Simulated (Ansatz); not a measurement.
Ansatz (a quantum-chemistry and plane-wave program) input:
A basis named .json is the Basis Set Exchange file of that set.

Ansatz 0.2 input:
```yaml
crystal:
  periodic: [false, false, false]
  atoms:
    - {symbol: O, position_ang: [1.14632530, -0.77271016, 0.67402643]}
    - {symbol: Si, position_ang: [-0.00835531, -0.16987690, -0.33167053]}
    - {symbol: O, position_ang: [-1.44350007, -0.24778006, 0.45065494]}
    - {symbol: F, position_ang: [0.23417779, 1.38600817, -0.62329588]}
    - {symbol: H, position_ang: [2.04185875, -0.87053663, 0.33729899]}
    - {symbol: H, position_ang: [-1.65508654, -1.06133866, 0.91830037]}
basis:
  gaussian:
    orbitals: def2-TZVPP
    fitting: {mean_field: def2-universal-jkfit, correlation: def2-TZVPP-RIFIT.json}
magnetization: {spin_polarized: true, initial_magnetization: 1}
correlation: {method: mp2, electrons: outside_noble_gas}
```

Predict the final energy.

-540.35024 Eh (RI-MP2/def2-TZVPP). The basis has 163 functions.

It need not be the lowest isomer of its formula.
